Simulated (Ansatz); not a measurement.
`[GeH3][CH]=[Se]`. Charge 0, multiplicity 1. The geometry is a stationary point of PBE0-D4/def2-TZVP.

```xyz
7

Ge    0.679   -0.396    0.301
C    -0.812    0.616   -0.453
Se   -2.500    0.203   -0.248
H     0.118   -1.549    1.137
H     1.536    0.549    1.162
H     1.550   -0.922   -0.853
H    -0.570    1.499   -1.046
```

(1) What is the dipole moment at B3LYP/def2-TZVPP? (Best estimate.)

(2) And with PBE, r2SCAN, ωB97M-V? (Estimate.)

(3) Give the Mulliken charges with B3LYP, r2SCAN, PBE in def2-TZVPP. (Best estimate.)

Results:

(1) Computed: 1.43 D, with components (1.39, 0.30, -0.14) D in this frame, pointing from negative to positive charge.

(2) The calculation gave: PBE 1.35 D, r2SCAN 1.53 D, ωB97M-V 1.43 D.

(3) Ansatz gave: 
| atom | B3LYP | r2SCAN | PBE |
| --- | --- | --- | --- |
| Ge1 | 0.15 | 0.17 | 0.13 |
| C2 | -0.25 | -0.22 | -0.21 |
| Se3 | -0.04 | -0.05 | -0.05 |
| H4 | 0.01 | 0.00 | 0.01 |
| H5 | 0.00 | -0.01 | 0.00 |
| H6 | 0.00 | -0.01 | 0.00 |
| H7 | 0.14 | 0.11 | 0.13 |

B3LYP here is the variant with VWN-RPA as its local correlation; programs differ in this.
